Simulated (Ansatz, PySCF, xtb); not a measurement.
Energy difference 0.5 R1 + 0.5 R2 → P1, each structure at its B3LYP-D3(BJ)/def2-TZVP stationary point, reached from a drawn start (curvature not checked).
R1: Na2 (SMILES [Na][Na]), charge 0, multiplicity 1.
R2: K2 (SMILES [K][K]), charge 0, multiplicity 1.
P1, KNa (SMILES [Na][K]) (charge 0, multiplicity 1):
```csv
atom,x (Å),y (Å),z (Å)
Na,0.0000,0.0000,-1.7542
K,0.0000,0.0000,1.7542
```

P less R. No zero-point or thermal terms; no spin–orbit coupling.

Programs: Ansatz (a quantum-chemistry and plane-wave program) with Gaussian orbitals; PySCF for M06-2X and the D3/D4 terms; xtb for the GFN methods. No computed number here is a measurement.

```tsv
level	reaction energy (kJ/mol)
GFN1-xTB	2.8
HF/def2-QZVPP	-0.6
SVWN5/def2-TZVPP	-0.3
PBE-D4/def2-TZVPP	-0.7
revPBE/def2-TZVPP	-1.0
PBE0/def2-TZVPP	-0.9
PBE0-D4/def2-TZVPP	-0.9
M06-2X/def2-TZVPP	0.9
wB97M-V/def2-TZVPP	___
```

Q: Fill in the missing entries.

A: 
- wB97M-V/def2-TZVPP, reaction energy (kJ/mol): -1.2
